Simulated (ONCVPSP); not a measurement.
Tc (Z = 43): ONCV pseudisation with PW91, scalar-relativistic reference atom.

ONCVPSP 4.0.1 input, shortened (lines: element, Z, core and valence counts, functional; n l f; lmax; l rc ep ncon nbas qcut; lloc lpopt rc5 dvloc0; l nproj debl; icmod fcfact rcfact), PW91, scalar-relativistic:

```
  Tc 43.00    6    4  -109134      upf
    1    0    2.00
    2    0    2.00
    2    1    6.00
    3    0    2.00
    3    1    6.00
    3    2   10.00
    4    0    2.00
    4    1    6.00
    4    2    5.00
    5    0    1.00
    2
    0    1.55    0.00    4    7    8.80
    1    1.10    0.00    4    7    6.50
    2    1.50    0.00    4    8    5.80
    4    5    1.05    0.00
    0    2    2.00
    1    2    1.50
    2    2    1.80
    0    0.00    0.00
```

In the p channel the program set the typed energies aside and used -1.947, 0.250 Ha.

All-electron outer shells of the reference configuration (PW91, scalar-relativistic, ld1.x):

| shell | level (eV) | outermost node (bohr) | outermost maximum (bohr) |
| --- | --- | --- | --- |
| 3d | -257.58 | – | 0.31 |
| 4s | -81.02 | 0.50 | 0.95 |
| 4p | -52.99 | 0.51 | 1.03 |
| 4d | -14.16 | 0.50 | 1.27 |
| 5s | -11.46 | 1.27 | 2.62 |

Q: Estimate the cutoffs (Ha) at which the residual kinetic energy of the hardest occupied pseudo-wave falls to 1 and 0.1 mHa per electron.

A: 95 Ha and 119 Ha.

Q: Does the potential have ghost states?

A: No bound ghost flagged; GHOST(+) flagged for s at 180.7 eV.

Q: Which valence shell sets the plane-wave cutoff?

A: 4p: 95 Ha for 1 mHa per electron, against 36 Ha for 4d.

Q: Tests: 4s2 4p6 4d5 5s2; 4s2 4p6 4d5 5s0; 4s2 4p6 4d4 5s0; 4s1 4p6 4d5 5s2. Which has the largest error in its energy relative to the reference configuration, and how large is it?

A: 4s1 4p6 4d5 5s2, with -72 meV (all-electron minus pseudo) on +71.79 eV.
